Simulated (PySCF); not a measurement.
C5H7FO, SMILES C[C@H]1CO/C1=C\F.

Geometry optimised at B3LYP-D3(BJ)/def2-SVP. The structure was generated by enumeration; whether it is a known compound was not checked.

Two levels are set side by side: TDA-PBE/def2-SVPD (PySCF) and TDA-CAM-B3LYP/def2-SVPD (PySCF). Vertical, same geometry. The lowest singlet is HOMO→LUMO 49 %, HOMO→LUMO+2 34 %, HOMO→LUMO+1 15 % with PBE and HOMO→LUMO+1 85 % with the other functional; states are paired by order. Differences are taken from unrounded values.

```tsv
quantity	TDA-CAM-B3LYP
lowest singlet excitation (eV)	5.79
lowest triplet excitation (TDA) (eV)	4.17
```

**Question.** What does TDA-PBE give, and how far is it from TDA-CAM-B3LYP? (An estimate is asked for; the answer gives what the named calculation found.)

**Answer.** 
| quantity | TDA-PBE | TDA-PBE minus TDA-CAM-B3LYP |
|---|---|---|
| lowest singlet excitation (eV) | 5.06 | -0.73 |
| lowest triplet excitation (TDA) (eV) | 4.14 | -0.04 |

A lower first singlet is the usual sign of a functional without exact exchange. Differences between two approximate levels are no errors against the true value.

Rough cost on one machine, each run with all the roots and properties that it gave: TDA-CAM-B3LYP against TDA-PBE about 3 times.
